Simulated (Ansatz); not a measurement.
Consider the atomization: `C=N[CH](O)[GeH3]` → 2 C• + Ge• + 7 H• + N• + O•.

Program: Ansatz. Geometries: PBE0-D4/def2-TZVP. ΔE: electronic, gas phase. CCSD(T)/CBS is the MP2 limit (def2-TZVPP, def2-QZVPP) plus CCSD(T) − MP2 in def2-TZVPP, frozen cores. This one scheme is used for every species, atoms too. For atomizations the MP2-based limit and the directly extrapolated one differ by several kJ/mol either way, and by 10 to 25 for some Ge, Se and Sn compounds, so smaller differences from it don't rank the levels. DFT in def2-TZVPP. No spin–orbit coupling; open shells (•) take unrestricted orbitals. Spin–orbit coupling would lower the free atoms: a little for C, O; clearly for Ge. For Ge outer-core shells are correlated without core-valence functions, so the limit isn't a true one: a few kJ/mol of doubt a bond, and 10 to 20 or more in all where bonds break to atoms. Scalar relativity is left out up to krypton. Each species was taken in one conformer, which may not be the lowest.

`C=N[CH](O)[GeH3]`:

```xyz
12

C     0.563    1.310    1.463
N     0.155    1.181    0.278
C     0.521    0.021   -0.473
O     0.754    0.361   -1.817
Ge   -0.970   -1.307   -0.341
H     1.222    0.584    1.957
H     0.252    2.179    2.041
H     1.445   -0.450   -0.111
H     0.099    1.029   -2.049
H    -2.231   -0.674   -0.952
H    -1.227   -1.667    1.134
H    -0.583   -2.568   -1.129
```

CCSD(T)/CBS gives +43.76 eV.

Q: Another level gave +43.87 eV. Which?
A. PBE0-D4/def2-TZVPP
B. r2SCANh/def2-TZVPP
C. ωB97X-V/def2-TZVPP
D. PBE0/def2-TZVPP

A: C. ωB97X-V 43.87, PBE0 43.48, PBE0-D4 43.69, r2SCANh 43.27 eV.

Largest T1 diagnostic among the species: 0.012.

Leaving LDA and LC-ωPBE aside and taking each functional with its dispersion term where it has one, the values, not all of them listed here, spread over 2.68 eV, from BHLYP-D4 to PBE-D4. LDA lies +6.29 eV from PBE without D4, its usual overbinding. In def2-TZVPP, CCSD(T) changes the Hartree–Fock value by +12.69 eV (the triples alone add +0.78 eV) and MP2 by +13.22 eV; breaking electron pairs costs correlation energy, which Hartree–Fock lacks. At CCSD(T), def2-SVP lies −2.56 eV from the extrapolated value and def2-TZVPP −1.14 eV: correlation converges slowly with the basis, and small sets miss more of it in the bonded molecule than in its fragments.
